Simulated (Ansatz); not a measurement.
Basis-set extrapolation for `COCBF` (PBE0-D4/def2-TZVP geometry, frozen core, the Gaussian-basis code of Ansatz). Multiplicity 1, RHF reference.

```tsv
	def2-TZVPP	def2-QZVPP
HF	-278.362342	-278.375300
MP2 correlation	-0.928695	-1.000507
CCSD(T) correlation	-0.997615	not run
```

Energies in hartree. Use E(X) = E(∞) + A·exp(−7.88·√X) for Hartree–Fock and E(X) = E(∞) + B·X^(−2.97) for correlation, with X = 3 and 4, and add CCSD(T) minus MP2 of the smaller set to the MP2 limit.

What is the CCSD(T) energy at the basis-set limit?

HF limit: -278.375300 + (-0.012958) × 0.13774 = -278.37708. MP2 limit: -1.000507 + (-0.071812) × 0.74074 = -1.05370. Higher-order term: -0.997615 − (-0.928695) = -0.06892. Total: -279.49970 hartree, 366.9 kJ/mol below CCSD(T)/def2-TZVPP.
